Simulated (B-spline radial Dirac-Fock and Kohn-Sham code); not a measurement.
Kr⁴⁺: input and output of one calculation

ΔSCF core binding energies without Breit or QED terms, calculated with a radial finite-basis atomic code. Keys: rel is the Hamiltonian (dirac, or spin-free x2c and nr, where L3 and M5 stand for the whole 2p and 3d shells), method is hf or an exchange,correlation pair (spin-unpolarised, also for the hole states), nuc the nuclear model, radius_factor scales its radius, rmax is the box in bohr, h the logarithmic mesh step, order the B-spline order, points the quadrature points per cell, c_factor scales the speed of light, and damp, ndamp, maxit and tol steer the iteration. The run stops when the commutator error falls below 10·tol·max(1, Z/10), or the numerical noise floor, and the energy has settled to about 1e-8 Ha; the virial ratio is −V/T.

Input (task.json):

```json
{"items": [{"Z": 36, "q": 4, "cfg": [[1, 0, 2], [2, 0, 2], [2, 1, 6], [3, 0, 2], [3, 1, 6], [3, 2, 10], [4, 0, 2], [4, 1, 2]], "A": 84, "rrms": 4.1884, "do": "settings", "holes": ["K", "L3", "M5"],
  "settings": [{"rel": "dirac", "method": "hf", "nuc": "fermi", "radius_factor": 1.0, "rmax": 3.0, "h": 0.3, "order": 8, "points": 10, "c_factor": 1.0, "maxit": 54, "damp": 0.5, "ndamp": 3, "tol": 1e-08}]}]}
```

Command: `python xray2_run.py task.json out`

Ground-state iterations:

```
iter   energy (Ha)        error
   1    -2781.95251629  1.28e+00
   2    -2783.56708821  2.79e-01
   3    -2784.11726792  6.02e-02
   4    -2784.14568227  1.20e-02
   5    -2784.14671186  7.63e-03
   6    -2784.14716124  1.10e-04
   7    -2784.14716149  3.22e-05
   8    -2784.14716150  1.45e-06
   9    -2784.14716150  3.28e-07
```

The ground state converged in 9 iterations, with total energy -2784.14716 Ha, virial ratio 1.97275 and highest orbital energy -59.48 eV. ΔSCF binding energies: K (1s) 14419.0 eV, L3 (2p3/2) 1740.1 eV, M5 (3d5/2) 149.6 eV.

Q: One setting is unsound. Which, and why?

A: rmax squeezes the outer orbitals. With the default settings (Dirac Hartree-Fock): The ground state converged in 9 iterations, with total energy -2784.36445 Ha, virial ratio 1.97338 and highest orbital energy -62.51 eV. ΔSCF binding energies: K (1s) 14421.6 eV, L3 (2p3/2) 1742.7 eV, M5 (3d5/2) 151.9 eV.
